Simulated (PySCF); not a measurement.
## The potential of point charges around `CC(=S)[C@@H]1C=C[C@@H]1NC=O`

Species: `CC(=S)[C@@H]1C=C[C@@H]1NC=O`. Coordinates (GFN2-xTB, Å) and charges (e) from the PBE0/pcSseg-1 density (PySCF):

| atom | x | y | z | Mulliken | IAO | Hirshfeld | ESP-fitted |
| --- | --- | --- | --- | --- | --- | --- | --- |
| C1 | -1.966 | 1.032 | -0.994 | -0.1468 | -0.4365 | -0.1212 | -0.3550 |
| C2 | -1.253 | 0.474 | 0.185 | -0.3071 | -0.0118 | +0.0566 | +0.1546 |
| S3 | -1.081 | 1.320 | 1.566 | -0.0817 | -0.1194 | -0.1311 | -0.2447 |
| C4 | -0.624 | -0.858 | 0.012 | -0.1551 | -0.1518 | -0.0401 | +0.0226 |
| C5 | -0.376 | -1.703 | 1.238 | +0.0018 | -0.1189 | -0.0351 | -0.2008 |
| C6 | 0.949 | -1.677 | 1.146 | -0.0458 | -0.1643 | -0.0478 | -0.3862 |
| C7 | 0.969 | -0.825 | -0.091 | +0.0334 | +0.0002 | +0.0307 | +0.2567 |
| N8 | 1.612 | 0.448 | 0.038 | -0.4347 | -0.3343 | -0.1055 | -0.6031 |
| C9 | 1.793 | 1.250 | -1.032 | +0.4134 | +0.3075 | +0.1355 | +0.5408 |
| O10 | 1.529 | 0.952 | -2.169 | -0.4398 | -0.4882 | -0.2789 | -0.5353 |
| H11 | -2.789 | 0.379 | -1.286 | +0.1386 | +0.1615 | +0.0557 | +0.1426 |
| H12 | -2.351 | 2.026 | -0.781 | +0.1344 | +0.1652 | +0.0445 | +0.0927 |
| H13 | -1.274 | 1.083 | -1.837 | +0.1643 | +0.1782 | +0.0549 | +0.1451 |
| H14 | -1.078 | -1.396 | -0.823 | +0.1228 | +0.1454 | +0.0472 | +0.0655 |
| H15 | -1.078 | -2.156 | 1.912 | +0.0837 | +0.1593 | +0.0578 | +0.1884 |
| H16 | 1.755 | -2.093 | 1.719 | +0.0833 | +0.1542 | +0.0564 | +0.2265 |
| H17 | 1.324 | -1.293 | -1.013 | +0.1497 | +0.1661 | +0.0475 | +0.1132 |
| H18 | 1.687 | 0.827 | 0.970 | +0.2067 | +0.2803 | +0.1233 | +0.3564 |
| H19 | 2.242 | 2.220 | -0.752 | +0.0790 | +0.1072 | +0.0492 | +0.0198 |

Points outside the species (Å): A (0.4, 3.6, -5.3); B (4.7, 4.1, 2.3); C (1.4, -4.3, -3.8).

Q: Find the potential V = 14.3996 V·Å × Σ q/r of each set of charges at these points.

A: In volts:

```tsv
point	nearest atom	distance (Å)	Mulliken	IAO	Hirshfeld	ESP-fitted
A	O10	4.25	-0.157	-0.319	-0.210	-0.272
B	H19	4.35	+0.071	+0.178	+0.083	+0.135
C	H17	4.10	+0.024	-0.030	-0.009	+0.019
```

Q: How far are the other sets from the ESP-fitted one at these points?

A: Root-mean-square difference: IAO 0.046 V, Hirshfeld 0.049 V, Mulliken 0.076 V. The ESP scheme is a least-squares fit of atom-centred charges to the potential on four shells outside the van der Waals surface, with the total charge fixed.

Q: What energy would a point charge of +3 e have at A in the field of the ESP charges, leaving out polarisation?

A: -0.815 eV = -78.6 kJ/mol, an attraction.

Isolated species at its GFN2-xTB geometry (one conformer only).

Conformer computed: `[CH3:1][C:2](=[S:3])[C@@H:4]1[CH:5]=[CH:6][C@@H:7]1[NH:8][CH:9]=[O:10]`: C1–C2–C4–C5 -156°, C6–C7–N8–C9 174°, C7–N8–C9–O10 -5°.
